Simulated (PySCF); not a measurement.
**Vibration and rotation of RbSi⁻**

ROHF-CCSD(T) constants of RbSi⁻, triplet, unpaired electrons π ↑↑ (Rb def2-SVPD with ECP28, Si def2-SVPD; scalar-relativistic core potentials (PySCF 2.14); masses 84.9118 and 27.9769 u):

| Property | Result |
| --- | --- |
| ωe | 136.9 cm⁻¹ |
| ωexe | 0.632 cm⁻¹ |
| Be | 0.067767 cm⁻¹ |
| αe | 0.000442 cm⁻¹ |
| D (centrifugal) | 6.64e-08 cm⁻¹ |

Give the vibrational terms G(v) and spacings up to v = 6.

G(v) = ωe(v+½) − ωexe(v+½)².

```json
{"v": "0", "G(v) (cm⁻¹)": "68.3", "G(v) − G(v−1)": "", "Bv (cm⁻¹)": "0.06755"}
{"v": "1", "G(v) (cm⁻¹)": "203.9", "G(v) − G(v−1)": "135.6", "Bv (cm⁻¹)": "0.06710"}
{"v": "2", "G(v) (cm⁻¹)": "338.3", "G(v) − G(v−1)": "134.4", "Bv (cm⁻¹)": "0.06666"}
{"v": "3", "G(v) (cm⁻¹)": "471.4", "G(v) − G(v−1)": "133.1", "Bv (cm⁻¹)": "0.06622"}
{"v": "4", "G(v) (cm⁻¹)": "603.3", "G(v) − G(v−1)": "131.8", "Bv (cm⁻¹)": "0.06578"}
{"v": "5", "G(v) (cm⁻¹)": "733.8", "G(v) − G(v−1)": "130.6", "Bv (cm⁻¹)": "0.06534"}
{"v": "6", "G(v) (cm⁻¹)": "863.1", "G(v) − G(v−1)": "129.3", "Bv (cm⁻¹)": "0.06489"}
```

Correlated steps freeze 5 core orbitals. Spin–orbit coupling is left out. The CCSD T1 diagnostic is raised, a sign that a single reference may not be enough here. The state is the lowest determinant that a PBE0 search found; another state may lie lower at other levels.
